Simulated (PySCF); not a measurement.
# M(OH)₂ across the 5d metals

Level: PBE0, basis family def2-SVP, scalar-relativistic core potentials from Rb on and no relativity for lighter atoms.

Each entry is the lowest minimum that a search over a few typed start shapes (and spin states, where more than one is plausible) found, or that minimum re-optimised at the stated level; isomers with ligand–ligand bonds, or fragments after loss of a ligand pair, can lie lower. Open shells are unrestricted; no spin–orbit coupling; PySCF with density fitting.

| molecule | 2S+1 | point group | mean bond to the central atom (Å) | lowest ω (cm⁻¹) | atomisation (kJ/mol) | highest ω (cm⁻¹) |
| --- | --- | --- | --- | --- | --- | --- |
| Ta(OH)₂ | ? | ? | ? | ? | ? | ? |
| W(OH)₂ | 3 | D∞h | 1.829 | 59 | 1824 | 4015 |
| Re(OH)₂ | 4 | C2 | 1.870 | 83 | 1587 | 3875 |
| Pt(OH)₂ | 3 | C2 | 1.859 | 160 | 1483 | 3890 |

Question: Fill in the row of Ta(OH)₂.

Answer: 2S+1: 4; point group: D∞h; mean bond to the central atom (Å): 1.897; lowest ω (cm⁻¹): 61; atomisation (kJ/mol): 1911; highest ω (cm⁻¹): 4040.

Spin–orbit coupling can matter for Ta(OH)₂, W(OH)₂, Re(OH)₂, Pt(OH)₂.

Left out of the table are members whose search was unfinished or whose lowest solution was spin-contaminated, unstable, very soft or bonded differently.

Open d and f shells are single-determinant solutions and may miss the true ground state.
